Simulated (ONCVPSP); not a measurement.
**chromium (Cr) ONCV: all-electron and pseudo phase curves**

* Element: chromium
* Generator: ONCVPSP 4.0.1
* Type: optimised norm-conserving Vanderbilt (ONCV)
* Functional: PBE
* Relativity: scalar-relativistic
* Frozen core: [Ne]
* Valence charge: 14
* Reference configuration: 3s2 3p6 3d3 (charge +3)
* Partial waves: 3s: rc 0.95 bohr, ncon 4, nbas 9, qcut 5.9 1/bohr, 2 projectors, debl 1.3 Ha; 3p: rc 1.35 bohr, ncon 4, nbas 7, qcut 11.5 1/bohr, 2 projectors, debl 3.3 Ha; 3d: rc 1.05 bohr, ncon 4, nbas 8, qcut 10 1/bohr, 2 projectors, debl 1.6 Ha
* Local potential: polynomial inside 0.90 bohr (lpopt 4, dvloc0 1 Ha)
* Core correction: Teter function, fcfact 1.5, rcfact 1.1

In the s channel the program set the typed energies aside and used -4.142, 0.250 Ha.

The phase is arctan(r·R′/R) of the radial function R(r), unwrapped; energies in Ha, scanned from -6 to 5 Ha. A pole is an energy at which the radial function vanishes at the test radius. The pseudo phase is shifted by a multiple of π to meet the all-electron one at the reference energy, and phase errors are pseudo minus all-electron; the curves can meet again beyond the range given. Levels narrower than the energy grid can be missing from the lists of poles.

```json
{"channel": "s", "radius (bohr)": "0.97", "reference energy (Ha)": "-4.14", "poles, all-electron": "0.98", "poles, pseudo": "0.98", "unbroken range about the reference energy with phases within 0.05 rad": "the whole range", "phase error 1 Ha above the reference energy (rad)": "-0.000"}
{"channel": "p", "radius (bohr)": "1.37", "reference energy (Ha)": "-3.08", "poles, all-electron": "-2.11", "poles, pseudo": "-2.11", "unbroken range about the reference energy with phases within 0.05 rad": "the whole range", "phase error 1 Ha above the reference energy (rad)": "-0.000"}
{"channel": "d", "radius (bohr)": "1.07", "reference energy (Ha)": "-1.44", "poles, all-electron": "1.23", "poles, pseudo": "1.23", "unbroken range about the reference energy with phases within 0.05 rad": "the whole range", "phase error 1 Ha above the reference energy (rad)": "+0.000"}
```

Phases in the s channel:

```csv
E (Ha),all-electron,pseudo
-5.96,-0.409,-0.410
-5.40,-0.695,-0.696
-4.84,-0.912,-0.913
-4.28,-1.070,-1.070
-3.72,-1.186,-1.186
-3.16,-1.272,-1.272
-2.60,-1.339,-1.339
-2.04,-1.393,-1.393
-1.48,-1.437,-1.437
-0.92,-1.474,-1.474
-0.36,-1.507,-1.507
0.20,-1.535,-1.535
0.76,-1.561,-1.561
1.32,-1.585,-1.585
1.88,-1.608,-1.608
2.44,-1.630,-1.630
3.00,-1.651,-1.652
3.56,-1.673,-1.673
4.12,-1.695,-1.696
4.68,-1.718,-1.719
```
